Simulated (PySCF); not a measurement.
A GIAO shielding run with PySCF 2.14 (density fitting, non-relativistic, gas phase) on SMILES C=C(Br)[S@](C)=O, C$_{3}$H$_{5}$BrOS:

```
{"job": {"kind": "nmr", "xc": "PBE0", "basis": "cc-pVDZ", "pop": true}, "charge": 0, "multiplicity": 1}
C      1.746706    -0.287068     0.812024
C      0.946505     0.511187     0.115834
Br     0.895486     2.386487     0.211830
S     -0.111895    -0.226560    -1.163959
C     -1.696318     0.133018    -0.352054
O      0.080843    -1.707771    -1.042198
H      1.668992    -1.362459     0.615502
H      2.454005     0.092408     1.551276
H     -1.693880    -0.388778     0.614487
H     -2.468977    -0.284761    -1.011345
H     -1.833676     1.216035    -0.232491
```

Hardware: 1 thread of an Arm Neoverse N1, shared host. The job also computes population analyses, field gradients.

(1) How large is the calculation?

(2) How long does it take?

(3) And these other runs on the same molecule and hardware: GIAO shielding at PBE0/6-31G; GIAO shielding at PBE0/6-31G*; GIAO shielding at PBE0/STO-3G; GIAO shielding at PBE0/def2-SVP; GIAO shielding at PBE0/def2-TZVP?

Results:

(1) 82 electrons, 126 basis functions and 852 auxiliary functions.

(2) 25 s of wall time, with 12 SCF cycles and 5 response iterations. Times on a shared host scatter by some tens of per cent.

(3) PBE0/6-31G: 86 functions, 15 s; PBE0/6-31G*: 116 functions, 21 s; PBE0/STO-3G: 52 functions, 7.5 s; PBE0/def2-SVP: 131 functions, 22 s; PBE0/def2-TZVP: 239 functions, 58 s.
